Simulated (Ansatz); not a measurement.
Ideal-gas functions of `[OH2+][InH3-]` at 298.15 K and 1 bar, from an Ansatz frequency run at PBE0-D4/def2-TZVP.

Molar mass 135.86 g/mol, point group Cs (symmetry number 1), electronic degeneracy 1, moments of inertia 10.548, 101.133, 101.945 u Å². Harmonic wavenumbers (cm⁻¹, unscaled): 99, 218, 249, 282, 415, 535, 603, 609, 643, 1624, 1769, 1780, 1816, 3827, 3929.

Use S(trans) = R[1.5 ln M + 2.5 ln T − 1.1517]; rotational temperatures θ = 24.2544 K / I; S(rot) = R[ln(√π/σ · √(T³/θAθBθC)) + 1.5]; for each mode x = 1.438777 ν̃/T, S = R[x/(eˣ − 1) − ln(1 − e⁻ˣ)] and H = RT x/(eˣ − 1); 1 cm⁻¹ = 0.0119627 kJ/mol; R = 8.31446 J/(mol·K).

Task: By hand: the entropy, in J/(mol·K).

Result: Translation 170.1. Rotation: θ = 2.2994, 0.2398, 0.2379 K, giving 96.7. Vibration, mode by mode: 14.53, 8.27, 7.27, 6.37, 3.80, 2.41, 1.86, 1.82, 1.60, 0.03, 0.02, 0.01, 0.01, 0.00, 0.00, in all 48.0. Electronic 0.0. Sum 314.8 J/(mol·K).

Task: By hand: H − E and G − E in kJ/mol, counted from the electronic energy.

Result: Zero-point energy ½ × 18398 × 0.0119627 = 110.0; thermal vibration 8.3; translation, rotation and pV give 4 RT = 9.9. H − E = 128.2 kJ/mol, and G − E = 128.2 − 298.15 × 314.8/1000 = 34.3 kJ/mol.

Vibration gives 15 % of the entropy, 14.5 J/(mol·K) of it from the mode under 150 cm⁻¹: soft modes count most, and the harmonic formula is weakest for them.
